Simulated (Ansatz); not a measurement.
The cluster Ni3, relaxed as a singlet with RKS PBE0-D4/def2-TZVP in Ansatz, starting from the GFN2-xTB geometry. Force threshold 0.02 eV/Å.

The restricted singlet is unstable towards broken spin symmetry in Hartree–Fock (as tested in another run); at PBE0-D4/def2-TZVP this wasn't settled. At PBE0-D4/def2-TZVP a quintet of charge 0 lies 1.80 eV below the restricted singlet, each at its own geometry. The structure comes from a short search, and lower isomers may exist.

Start:

```xyz
3

Ni    0.929   -0.847   -0.335
Ni   -1.217   -0.414    0.205
Ni    0.289    1.261    0.130
```

(1) Estimate the energy that the relaxation releases and the steps that it takes.

(2) Does the start keep its bonding and symmetry?

(3) Predict the relaxed structure.

Results:

(1) 0.03 eV, in 3 steps; 8.5 s on 4 threads of Arm Neoverse V2 on a shared host. No frequencies were taken in this run, so the end may be a saddle point.

(2) By distances, no bond broke or formed. The bond that changes most is Ni1–Ni2, from 2.26 to 2.21 Å (atoms count from 1). Point group D3h at the start, D3h at the end, both within 0.05 Å.

(3) 
| atom | x (Å) | y (Å) | z (Å) |
| --- | --- | --- | --- |
| Ni1 | 0.909 | -0.830 | -0.328 |
| Ni2 | -1.191 | -0.405 | 0.201 |
| Ni3 | 0.282 | 1.236 | 0.127 |
Bond lengths (bridged metal pairs left out): 3 × Ni–Ni 2.21 Å.
